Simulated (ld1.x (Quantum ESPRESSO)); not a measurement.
## Pseudopotential generation for niobium (Nb): PAW, Wu–Cohen, scalar-relativistic.

* Element: niobium
* Generator: ld1.x (Quantum ESPRESSO) 7.5
* Type: PAW
* Functional: Wu–Cohen
* Relativity: scalar-relativistic
* Frozen core: [Ar] 3d10
* Valence charge: 13
* Reference configuration: 4s2 4p6 4d4 5s1 5p0
* Partial waves: 4s (bound): rcut 1.50, rcutus 1.95 bohr; 5s (bound): rcut 1.50, rcutus 1.95 bohr; 4p (bound): rcut 1.75, rcutus 2.00 bohr; 5p (bound, empty): rcut 1.75, rcutus 2.00 bohr; 4d (bound): rcut 2.60, rcutus 2.85 bohr; 4d channel at 0.1 Ry: rcut 2.60, rcutus 2.85 bohr
* Local potential: all-electron potential smoothed inside 1.90 bohr (lloc = -2)
* Core correction: Bessel-smoothed model core, default radius (core density twice the valence density)
* Augmentation charge: PSQ, radius 1.70 bohr

* Cutoffs needed: 21 Ry and 35 Ry (the cutoffs (Ry, on a coarse ladder) from which the occupation-weighted sum of valence levels, in a spherical-Bessel basis at the reference potential, stays within 10 and 1 mRy of its value at 400 Ry)
* Ghost test: no extra level below or beside the all-electron valence levels (s, p, d, f tested) (spherical-Bessel basis up to 400 Ry, 20 bohr box)
* Configuration tests: test run stopped at test 4 of 7 (negative rho)
* Lowest eigenvalue of the overlap operator: 0.09 (s channel)
* Density cutoff estimated by the generator: 151 Ry
